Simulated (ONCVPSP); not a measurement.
lanthanum: one change to an ONCV potential, before and after

```
Element                 : La (Z = 57)
Generator               : ONCVPSP 4.0.1
Type                    : optimised norm-conserving Vanderbilt (ONCV)
Functional              : PW91
Relativity              : fully relativistic
Frozen core             : [Kr] 4d10
Valence charge          : 11
Reference configuration : 5s2 5p6 5d1.5 6s1.5
Partial waves           : 5s+6s: rc 2.30 bohr, ncon 4, nbas 7, qcut 4.6 1/bohr, 3 projectors, debl 3.2 Ha; 5p: rc 1.70 bohr, ncon 4, nbas 8, qcut 5.1 1/bohr, 3 projectors, debl 1.1 Ha; 5d: rc 2.50 bohr, ncon 4, nbas 7, qcut 3.4 1/bohr, 2 projectors, debl 2.5 Ha; f scattering state at 0.2 Ha: rc 2.45 bohr, ncon 4, nbas 9, qcut 4.1 1/bohr, 2 projectors, debl 1.7 Ha
Local potential         : polynomial inside 1.45 bohr (lpopt 3, dvloc0 0 Ha)
Core correction         : Teter function fitted to the true core (icmod 2), fcfact 0.4
```

Open shells are filled in proportion to 2j + 1.

In the f channel the program set the typed energies aside and used -0.127, 1.573 Ha (j = l + 1/2; the other j can differ).

Change: local potential polynomial inside 1.20 bohr (lpopt 5, dvloc0 0 Ha).

Cutoffs: the cutoffs (Ha) at which the residual kinetic energy of the hardest occupied pseudo-wave falls to 1 and 0.1 mHa per electron; they do not see the model core or the augmentation charge, which bear on the density cutoff. Errors are all-electron minus pseudo energies relative to the spin-unpolarised reference configuration.

Q: How do hardness, ghosts and transferability respond?

A: The potential gets neither clearly harder nor softer (15 Ha and 60 Ha → 15 Ha and 60 Ha); the bound ghosts move from p to p, s; the errors of the 4 common tests hardly move; the range in which the f7/2 phases agree narrows (upper end 3.5 → 0.4); the range in which the f5/2 phases agree narrows (upper end 3.5 → 0.4). In the separable form a ghost depends on how the local part lies against the semilocal potential of the channel, so the choice of the local part can create or remove one.

| quantity | base | changed |
| --- | --- | --- |
| cutoff, loose | 15 Ha | 15 Ha |
| cutoff, tight | 60 Ha | 60 Ha |
| bound ghosts | p3/2, p1/2 | s, p3/2, p1/2 |
| GHOST(+) flags under 300 eV | s at 150.7 eV, p1/2 at 192.2 eV | p1/2 at 120.8 eV, d5/2 at 157.8 eV |
| error for 5s2 5p6 5d1 6s2, meV [ΔE -0.35 eV] | -1.0 | -1.0 |
| error for 5s2 5p6 5d1 6s1, meV [ΔE 5.66 eV] | +0.1 | +0.1 |
| error for 5s2 5p6 5d1 6s0, meV [ΔE 16.57 eV] | -0.5 | -0.5 |
| error for 5s2 5p6 5d0 6s0, meV [ΔE 35.58 eV] | +4.6 | +4.6 |
| s: phases at 2.33 bohr within 0.05 rad from the reference energy up to (Ha; the scan ends near 5) | to the end of the scan | to the end of the scan |
| p3/2: phases at 1.73 bohr within 0.05 rad from the reference energy up to (Ha; the scan ends near 5) | to the end of the scan | to the end of the scan |
| p1/2: phases at 1.73 bohr within 0.05 rad from the reference energy up to (Ha; the scan ends near 5) | 4.9 | 4.1 |
| d5/2: phases at 2.54 bohr within 0.05 rad from the reference energy up to (Ha; the scan ends near 5) | to the end of the scan | to the end of the scan |
| d3/2: phases at 2.54 bohr within 0.05 rad from the reference energy up to (Ha; the scan ends near 5) | to the end of the scan | to the end of the scan |
| f7/2: phases at 2.49 bohr within 0.05 rad from the reference energy up to (Ha; the scan ends near 5) | 3.5 | 0.4 |
| f5/2: phases at 2.49 bohr within 0.05 rad from the reference energy up to (Ha; the scan ends near 5) | 3.5 | 0.4 |
| rms error of d²Exc/dni dnj with the model core, mHa | 3.02 | 3.02 |

Base: The cutoffs count occupied waves only; projector 2 of the f channel, the hardest unoccupied one, needs 73 Ha at the loose tolerance. Changed file: The cutoffs count occupied waves only; projector 2 of the f channel, the hardest unoccupied one, needs 73 Ha at the loose tolerance. A true bound ghost makes a file unfit for plane-wave use even where its test errors are small: the radial tests pick states by their node count and pass the ghost by.
